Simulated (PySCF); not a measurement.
CrO2Cl2, SMILES [O]=[Cr]([Cl])(=[O])[Cl], multiplicity 1.

Geometry: PBE-D3(BJ)/def2-SVP. The multiplicity is an assumed one; other spin states were not compared. The isomer is the one that the SMILES or the coordinates give; other isomers of the formula were not compared.

Level of theory: PBE-D3(BJ)/def2-SVP in PySCF.

Frequencies are harmonic and unscaled.

### Question
Give all harmonic wavenumbers and intensities. (Estimate from the structure and the level; the computed values follow.)

### Answer

```json
[
 {"mode": "1", "ν (cm⁻¹)": "137", "IR (km/mol)": "0.0", "moving atoms (share of kinetic energy)": "Cl 78 %, Cr 14 %, O 8 %"},
 {"mode": "2", "ν (cm⁻¹)": "218", "IR (km/mol)": "0.6", "moving atoms (share of kinetic energy)": "O 45 %, Cr 32 %, Cl 23 %"},
 {"mode": "3", "ν (cm⁻¹)": "232", "IR (km/mol)": "0.0", "moving atoms (share of kinetic energy)": "O 81 %, Cl 19 %"},
 {"mode": "4", "ν (cm⁻¹)": "269", "IR (km/mol)": "0.1", "moving atoms (share of kinetic energy)": "O 60 %, Cl 34 %"},
 {"mode": "5", "ν (cm⁻¹)": "360", "IR (km/mol)": "4.0", "moving atoms (share of kinetic energy)": "Cl 51 %, O 48 %"},
 {"mode": "6", "ν (cm⁻¹)": "467", "IR (km/mol)": "8.9", "moving atoms (share of kinetic energy)": "O 43 %, Cr 32 %, Cl 25 %"},
 {"mode": "7", "ν (cm⁻¹)": "494", "IR (km/mol)": "79.7", "moving atoms (share of kinetic energy)": "Cr 59 %, Cl 38 %"},
 {"mode": "8", "ν (cm⁻¹)": "1080", "IR (km/mol)": "72.4", "moving atoms (share of kinetic energy)": "O 80 %, Cr 20 %"},
 {"mode": "9", "ν (cm⁻¹)": "1096", "IR (km/mol)": "102.3", "moving atoms (share of kinetic energy)": "O 69 %, Cr 31 %"}
]
```
